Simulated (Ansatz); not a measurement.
Two isomers of C2H7BO: A = `BCOC`, B = `CCBO`.

Computed with Ansatz on PBE0-D4/def2-TZVP structures; ΔE is electronic, products minus reactants. CCSD(T)/CBS adds triple-zeta CCSD(T) − MP2 to the extrapolated MP2 energy (def2 sets, frozen cores). DFT in def2-TZVPP. Each species was taken in one conformer, which may not be the lowest.

A:

```xyz
11

B    -1.150   -0.684    1.498
C    -0.555   -0.177    0.164
O     0.811    0.135    0.206
C     1.299    0.589   -1.025
H    -0.490   -0.799    2.486
H    -2.314   -0.964    1.514
H    -0.768   -0.939   -0.614
H    -1.155    0.697   -0.163
H     1.179   -0.170   -1.812
H     2.360    0.806   -0.902
H     0.784    1.504   -1.351
```

B:

Z-matrix (Å, degrees):
```
C
C 1 1.528
H 1 1.093 2 111.4
H 1 1.092 2 111.9 3 120.3
H 1 1.093 2 111.0 3 -119.3
B 2 1.569 1 114.3 3 64.5
H 2 1.098 1 110.4 3 -62.4
H 2 1.101 1 108.7 3 -177.6
O 6 1.355 2 123.5 1 -141.1
H 6 1.202 2 121.4 1 40.3
H 9 0.962 6 113.1 2 1.8
```

Problem. Which is lower in electronic energy at CCSD(T)/CBS, and by how much? (Estimate.)

Solution. Computed: B, by 277.6 kJ/mol.

Problem. Give E(B) − E(A) in kJ/mol with B2PLYP, LDA (SPW92), PBE0-D4, HF/def2-TZVPP, CCSD/def2-TZVPP, CCSD(T)/def2-TZVPP, CCSD(T)/def2-SVP. (An estimate is asked.)

Solution. The calculation gave: B2PLYP -272.7, LDA (SPW92) -275.1, PBE0-D4 -272.4, HF/def2-TZVPP -259.2, CCSD/def2-TZVPP -274.0, CCSD(T)/def2-TZVPP -275.4, CCSD(T)/def2-SVP -282.5. None reverses the order clearly.

Problem. Does the order hold for the free energy at 298.15 K (harmonic terms from PBE0-D4)? (Estimate.)

Solution. The calculation gave: Yes: G(B) − G(A) = -269.1 kJ/mol, for one conformer each. Modes under 60 cm⁻¹, often nearly free rotors, make the harmonic entropy too high.

Largest T1 diagnostic: 0.011.

Leaving LDA and LC-ωPBE aside and taking each functional with its dispersion term where it has one, the values, not all of them listed here, spread over 15.7 kJ/mol, from PBE-QIDH to BLYP-D4. LDA lies −6.0 kJ/mol from PBE without D4. From PBE to PBE0 (25 % exact exchange), in def2-TZVPP and without D4, E(B) − E(A) moves by −3.1 kJ/mol.
